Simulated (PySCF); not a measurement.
**Orbital picture of InH⁺**

LDA at R = 1.863 Å; basis In x2c-SVPall, H x2c-SVPall; spin-free X2C with a Gaussian nucleus; PySCF 2.14. State: ²Σ⁺ (doublet), unpaired electrons σ ↑. Only the outer orbitals are listed, counted within each symmetry.

```
spin  orbital  occ.  ε (eV)  on In (%)           main shells (%)
   α       9σ     1  -26.96         99                   99 In d
   α       2δ     1  -26.93        100                  100 In d
   α       2δ     1  -26.93        100                  100 In d
   α       5π     1  -26.85        100                  100 In d
   α       5π     1  -26.85        100                  100 In d
   α      10σ     1  -16.97         71           66 In s, 29 H s
   α      11σ     1  -12.89         61  40 H s, 31 In s, 28 In p
   α       6π     0   -8.97        100                  100 In p
   α       6π     0   -8.97        100                  100 In p
   α      12σ     0   -5.84         81           70 In p, 19 H s
   β       2δ     1  -26.87        100                  100 In d
   β       2δ     1  -26.87        100                  100 In d
   β       9σ     1  -26.81         99                   99 In d
   β       5π     1  -26.75        100                  100 In d
   β       5π     1  -26.75        100                  100 In d
   β      10σ     1  -16.20         83           80 In s, 16 H s
   β      11σ     0  -11.50         60  40 H s, 38 In p, 19 In s
   β       6π     0   -8.70        100                  100 In p
   β       6π     0   -8.70        100                  100 In p
```

Q: Which are the highest filled and the lowest empty level, where do they sit, and how wide is the gap?

A: Highest filled α 11σ at -12.89 eV (in %: 40 H s, 31 In s, 28 In p); lowest empty β 11σ at -11.50 eV (in %: 40 H s, 38 In p, 19 In s); the gap at LDA is 1.39 eV.

The bond order (Mayer) is 0.69, the ⟨S²⟩ is 0.754 and the charge on In (Mulliken, basis-dependent) is 0.87. The charge on In (Löwdin, basis-dependent) is 0.90 and the dipole moment (positive dipole points towards H; it is taken about the centre of mass and depends on that origin) is 0.47 D. The polarisability along the bond is 35.5 bohr³. The polarisability across the bond is 21.6 bohr³.

Spin–orbit coupling is left out. The state was picked by a PBE0 search and need not be the measured ground state.
